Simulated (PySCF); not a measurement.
Species: C6H10ClSi (doublet state).
Z-matrix (Å and degrees, GFN2-xTB geometry), rows numbered from 1:
```
C 
C   1  1.3500
Cl  2  1.7441  1  117.50
C   2  1.4090  1  124.99  3   179.98
C   4  1.3920  2  126.02  1   179.29
C   5  1.3645  4  123.92  2   178.67
C   6  1.4685  5  124.00  4   177.92
Si  7  1.9270  6  109.36  5   -96.87
H   1  1.0750  2  120.19  3   179.88
H   1  1.0738  2  122.05  3    -0.11
H   4  1.0811  2  115.51  1    -0.82
H   5  1.0822  4  117.79  2    -0.62
H   6  1.0817  5  119.09  4     0.86
H   7  1.0897  6  110.94  5    23.06
H   7  1.0901  6  110.93  5   143.75
H   8  1.4640  7  107.98  6  -179.46
H   8  1.4608  7  108.55  6    60.14
H   8  1.4632  7  108.42  6   -60.00
```

The hyperfine couplings belong to this conformer and change with its torsions.

Identity: `ClC(/C=C/[CH]C[SiH3])=C` [radical].

Computed, not measured: UKS B3LYP, pcH-1 on C Cl H Si, non-relativistic, mean-field spin-orbit, GIAO (PySCF). The structure is a single GFN2-xTB conformer in the gas phase; no vibrational or solvent corrections. The geometry wasn't refined by DFT: couplings that depend on bond lengths, twists or pyramidal angles can differ widely from those at the functional's own minimum.

**Question.** Count the α and β electrons and give S(S+1).

**Answer.** Nα = 39, Nβ = 38 (77 in all), and S(S+1) = 0.75 for S = 1/2.

Mulliken spin populations, one withheld:

```csv
atom,bound to,population
C1,"C2, H9, H10",+0.4699
C2,"C1, Cl3, C4",-0.1975
Cl3,C2,-0.0065
C4,"C2, C5, H11",?
C5,"C4, C6, H12",-0.2135
C6,"C5, C7, H13",+0.4803
C7,"C6, Si8, H14, H15",-0.0293
Si8,"C7, H16, H17, H18",+0.0345
H9,C1,-0.0197
H10,C1,-0.0213
H11,C4,-0.0210
H12,C5,+0.0070
H13,C6,-0.0214
H14,C7,+0.0054
H15,C7,+0.0136
H16,Si8,+0.0119
H17,Si8,-0.0006
H18,Si8,-0.0006
```

**Question.** Fill in the missing population.

**Answer.** 1 − (0.4912) gives +0.509, since all populations sum to 2S.

**Question.** Sum the populations by element and by sign.

**Answer.** Carbon +1.02, silicon +0.03, chlorine -0.01, hydrogen -0.05. The positive populations sum to 1.53, the negative ones to -0.53.

**Question.** With ⟨S²⟩ = 0.7894, find the sum of squared α–β overlaps and estimate the admixture of higher spin.

**Answer.** For a single determinant ⟨S²⟩ = S(S+1) + Nβ − Σ|⟨iα|jβ⟩|², so the squared overlaps of occupied orbitals sum to 38 − 0.0394 = 37.9606. If the quartet state (S + 1) were the only admixture, its weight would be 0.0394/(2S + 2) = 1.31 %.

**Question.** What Fermi-contact NMR shifts do the couplings of C1, C2, C4, C5, C6, C7, H9 imply at 298 K (Curie law, g = gₑ)?

**Answer.** δ = a_FC·h·gₑ μB S(S+1)/(3 g_N μN kT), with k/h = 20836.6 MHz/K:

| nuclei | isotope | a_FC (MHz) | g_N | contact shift (ppm) |
| --- | --- | --- | --- | --- |
| C1 | 13C | 37.73 | 1.4048 | +3976 |
| C2 | 13C | -44.32 | 1.4048 | -4670 |
| C4 | 13C | 46.59 | 1.4048 | +4909 |
| C5 | 13C | -38.30 | 1.4048 | -4036 |
| C6 | 13C | 41.41 | 1.4048 | +4363 |
| C7 | 13C | -14.43 | 1.4048 | -1520 |
| H9 | 1H | -27.32 | 5.5857 | -724 |

All at the stated temperature.

Examples of negative spin density at the nucleus (bohr⁻³): C2 (-0.0394), C5 (-0.0341) and C7 (-0.0128).

C6, the radical centre as drawn in `C=C(Cl)/C=C/[CH]C[SiH3]`, holds a spin population of +0.48 out of 1.
